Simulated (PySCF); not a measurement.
Compound: C4H7F3.
Geometry (PBE0-D3(BJ)/def2-SVP, Å), atoms numbered from 1 in this order:
```xyz
14
C4H7F3 angstrom
C     -0.156   -1.169   -0.878
C     -0.134   -0.212    0.305
C     -1.106    0.938    0.127
F     -0.774    1.664   -0.995
C      1.264    0.317    0.560
F      2.118   -0.708    0.783
F      1.268    1.098    1.669
H      0.084   -0.637   -1.811
H      0.571   -1.981   -0.742
H     -1.154   -1.616   -0.995
H     -0.421   -0.745    1.229
H     -1.081    1.613    0.997
H     -2.133    0.554    0.002
H      1.651    0.916   -0.282
```

Level of theory: PBE0-D3(BJ)/def2-SVP geometry optimisation, gas phase in PySCF.

Masses are those of the commonest isotopes; rigid-rotor values at the optimised geometry. The values belong to one conformer with, in the numbering `[CH3:1][C@H:2]([CH2:3][F:4])[CH:5]([F:6])[F:7]`, C1–C2–C3–F4 -61°, C1–C2–C5–F6 -58°.

What are A, B and C (MHz)?

Ia = 141.55, Ib = 252.13, Ic = 337.47 u·Å²; 505379 MHz·u·Å²/I gives A = 3570, B = 2004, C = 1498 MHz.

What kind of rotor is it?

An asymmetric top: κ = (2 × 2004 − 3570 − 1498)/(3570 − 1498) = -0.51.

What does the inertial defect say?

Not planar: Δ = Ic − Ia − Ib = -56.21 u·Å². For a rigid frame Δ = −2 Σ m c², so Σ m c² = 28.11 u·Å² lies off the ab plane: 8.31 from hydrogen and 19.80 from heavier atoms. The atom farthest from that plane is 1.58 Å away.

Give the other two planar moments, Paa and Pbb, and the rms extents of the mass along the axes.

Paa = Σ m a² = (Ib + Ic − Ia)/2 = 224.03 and Pbb = Σ m b² = (Ia + Ic − Ib)/2 = 113.44 u·Å². With the mass M = 112.05 u, the rms extents √(P/M) along a, b and c are 1.41, 1.01, 0.50 Å.

List the rotational levels J(Ka,Kc) to J = 4 (cm⁻¹).

Above 0(0,0):
J = 1: 1(0,1) 0.1168, 1(1,1) 0.1691, 1(1,0) 0.1860
J = 2: 2(0,2) 0.3470, 2(1,2) 0.3858, 2(1,1) 0.4365, 2(2,1) 0.5932, 2(2,0) 0.5967
J = 3: 3(0,3) 0.6843, 3(1,3) 0.7089, 3(1,2) 0.8098, 3(2,2) 0.9436, 3(2,1) 0.9602, 3(3,1) 1.2491, 3(3,0) 1.2495
J = 4: 4(0,4) 1.1231, 4(1,4) 1.1365, 4(1,3) 1.3024, 4(2,3) 1.4082, 4(2,2) 1.4531, 4(3,2) 1.7221, 4(3,1) 1.7253, 4(4,1) 2.1419, 4(4,0) 2.1420

Which types of transition are allowed, and where do some lines up to J = 4 fall?

The dipole components are |μa| = 1.11 D, |μb| = 0.95 D, |μc| = 1.06 D. The squared components, which scale the intensities, stand as 1.00 : 0.74 : 0.91 (a : b : c). Some lines, for components of 0.1 D or more:

```json
{"type": "c", "branch": "Q", "J(Ka,Kc)": "3(1,3) ← 3(0,3)", "MHz": "735", "lower level (cm⁻¹)": "0.684"}
{"type": "c", "branch": "Q", "J(Ka,Kc)": "2(1,2) ← 2(0,2)", "MHz": "1164", "lower level (cm⁻¹)": "0.347"}
{"type": "c", "branch": "Q", "J(Ka,Kc)": "3(2,2) ← 3(1,2)", "MHz": "4011", "lower level (cm⁻¹)": "0.810"}
{"type": "b", "branch": "Q", "J(Ka,Kc)": "4(2,2) ← 4(1,3)", "MHz": "4517", "lower level (cm⁻¹)": "1.302"}
{"type": "a", "branch": "Q", "J(Ka,Kc)": "4(1,3) ← 4(1,4)", "MHz": "4974", "lower level (cm⁻¹)": "1.137"}
{"type": "b", "branch": "Q", "J(Ka,Kc)": "2(2,1) ← 2(1,2)", "MHz": "6219", "lower level (cm⁻¹)": "0.386"}
{"type": "a", "branch": "R", "J(Ka,Kc)": "2(1,2) ← 1(1,1)", "MHz": "6497", "lower level (cm⁻¹)": "0.169"}
{"type": "a", "branch": "R", "J(Ka,Kc)": "2(1,1) ← 1(1,0)", "MHz": "7511", "lower level (cm⁻¹)": "0.186"}
{"type": "b", "branch": "R", "J(Ka,Kc)": "3(0,3) ← 2(1,2)", "MHz": "8951", "lower level (cm⁻¹)": "0.386"}
{"type": "a", "branch": "R", "J(Ka,Kc)": "3(2,2) ← 2(2,1)", "MHz": "10506", "lower level (cm⁻¹)": "0.593"}
{"type": "b", "branch": "R", "J(Ka,Kc)": "4(1,3) ← 3(2,2)", "MHz": "10756", "lower level (cm⁻¹)": "0.944"}
{"type": "b", "branch": "Q", "J(Ka,Kc)": "4(4,0) ← 4(3,1)", "MHz": "12492", "lower level (cm⁻¹)": "1.725"}
{"type": "a", "branch": "R", "J(Ka,Kc)": "4(2,3) ← 3(2,2)", "MHz": "13926", "lower level (cm⁻¹)": "0.944"}
{"type": "c", "branch": "R", "J(Ka,Kc)": "3(2,2) ← 2(1,2)", "MHz": "16725", "lower level (cm⁻¹)": "0.386"}
{"type": "b", "branch": "R", "J(Ka,Kc)": "3(3,0) ← 2(2,1)", "MHz": "19677", "lower level (cm⁻¹)": "0.593"}
{"type": "c", "branch": "R", "J(Ka,Kc)": "4(3,1) ← 3(2,1)", "MHz": "22937", "lower level (cm⁻¹)": "0.960"}
{"type": "b", "branch": "R", "J(Ka,Kc)": "4(4,0) ← 3(3,1)", "MHz": "26768", "lower level (cm⁻¹)": "1.249"}
```

Estimate the classical rotational partition function at 10 K, 100 K and 200 K.

Point group C1, symmetry number σ = 1; q = (√π/σ)·√((kT/h)³/(ABC)), k/h = 20836.6 MHz/K: 1630 at 10 K, 51500 at 100 K, 146000 at 200 K.

No frequency check. These are rigid-rotor constants of the computed structure; measured ground-state constants (B0) also hold zero-point vibration. A rigid rotor knows nothing of internal rotation, which can split or shift real lines.

The run took about 2.2 min of CPU time (one thread, shared machine). These figures are those of the optimisation.
